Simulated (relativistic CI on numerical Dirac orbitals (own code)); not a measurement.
# What each ingredient does to the levels of Hf48+

Base calculation: Dirac-Coulomb-Breit CI, separate exchange-only KLI orbitals for each configuration, a model potential for QED, unscaled Slater integrals.

Configuration list (outside the closed core [Ne]): 3s²3p⁶3d⁶, 3s²3p⁵3d⁷, 3s²3p⁴3d⁸, 3s3p⁶3d⁷, 3p⁶3d⁸, 3s3p⁵3d⁸, 3s²3p⁶3d⁵4s, 3s²3p⁶3d⁵4p, 3s²3p⁴3d⁷4s, 3s²3p⁶3d⁵4d, 3s²3p⁵3d⁶4s, 3s²3p⁶3d⁵4f, 3s²3p⁶3d⁴4s², 3s3p⁶3d⁶4s, 3p⁶3d⁷4s, 3p⁶3d⁷4p. Levels of other configurations are missing.

Variants: (1) QED terms removed. Shifts of the energy above 3s²3p⁶3d⁶ ³F4, in eV, for the lowest level and the first level of each name with at least 55 % of one term (blank where a level changes its place among those of its configuration and J or its character, or is not in the variant):

```csv
Level,Base,Δ(1)
3s²3p⁶3d⁶ ³F4,0.000,0.000
3s²3p⁶3d⁶ ⁵D3,54.386,-0.162
3s²3p⁶3d⁶ ³G5,64.128,-0.157
3s²3p⁶3d⁶ ³H6,64.194,-0.158
3s²3p⁶3d⁶ ³P1,85.887,-0.160
3s²3p⁶3d⁶ ³F3,87.995,-0.155
3s²3p⁶3d⁶ ⁵D2,114.367,-0.316
3s²3p⁶3d⁶ ⁵D0,117.303,-0.314
3s²3p⁶3d⁶ ³H5,124.909,-0.318
3s²3p⁶3d⁶ ¹I6,128.377,-0.318
3s²3p⁶3d⁶ ¹D2,170.484,-0.308
3s²3p⁶3d⁶ ¹S0,187.081,-0.316
3s²3p⁵3d⁷ ⁵G°6,365.376,+0.509
3s²3p⁵3d⁷ ³P°0,376.083,+0.520
3s²3p⁵3d⁷ ³D°3,377.123,+0.516
3s²3p⁵3d⁷ ⁵G°5,426.932,+0.354
3s²3p⁵3d⁷ ³I°7,447.948,+0.358
```

At this charge energies of transitions that change n are usually good to better than 1 %, and those within a shell (Δn = 0) to a few per cent.

Ionisation energy from the two ground configurations alone: base 4246.23 eV. The NIST ASD value (theoretical) is 4246 eV.

LS names give the leading component of a level, which can be under half, so a name can repeat, a term be missing and a line seem to break the LS rules.
